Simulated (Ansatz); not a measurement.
Geometry optimisation, RKS B3LYP-D4/def2-SVP (Ansatz 0.2.0).

Input file:

```yaml
crystal:
  periodic: [false, false, false]
  atoms:
    - { symbol: Ge, position_ang: [0.24876, -0.063219, 0.02933] }
    - { symbol: Cl, position_ang: [0.892046, 0.005372, 2.119214] }
    - { symbol: H, position_ang: [1.72401, 0.050907, -0.356504] }
    - { symbol: F, position_ang: [-0.649454, 1.369402, -0.370076] }
    - { symbol: H, position_ang: [-0.645562, -1.256362, -0.311264] }
basis:
  gaussian: { orbitals: def2-SVP }
hamiltonian:
  xc: b3lyp
  dispersion: d4
relax:
  f_tol: 0.03
  max_steps: 50
output:
  orbitals: {}
```

Launched with:

```bash
$ ansatz run input.yaml --threads 1 --pin off --max-ram 2048MiB --backend cpu --events-out ev --progress --plain --runs-dir out
```

Question: Where does it end, and by what steps?

Answer: The run converged. After 4 steps the energy has fallen by 0.290 eV; H3 moved furthest, 0.29 Å.

| step | energy less start (eV) | largest force component (eV/Å) | accepted |
| --- | --- | --- | --- |
| 0 | 0.0000 | 1.037 | yes |
| 1 | -0.2452 | 0.436 | yes |
| 2 | -0.2872 | 0.180 | yes |
| 3 | -0.2900 | 0.042 | yes |
| 4 | -0.2902 | 0.012 | yes |

```xyz
5
Properties=species:S:1:pos:R:3
Ge 0.335 -0.055 0.089
Cl 0.686 -0.003 2.218
H 1.677 0.046 -0.645
F -0.573 1.377 -0.308
H -0.555 -1.258 -0.244
```

Whether the end is a true minimum wasn't checked by a vibrational analysis.

Run time: 15 s on 1 thread of Arm Neoverse V2, with other jobs on the host, peak memory 0.14 GiB.
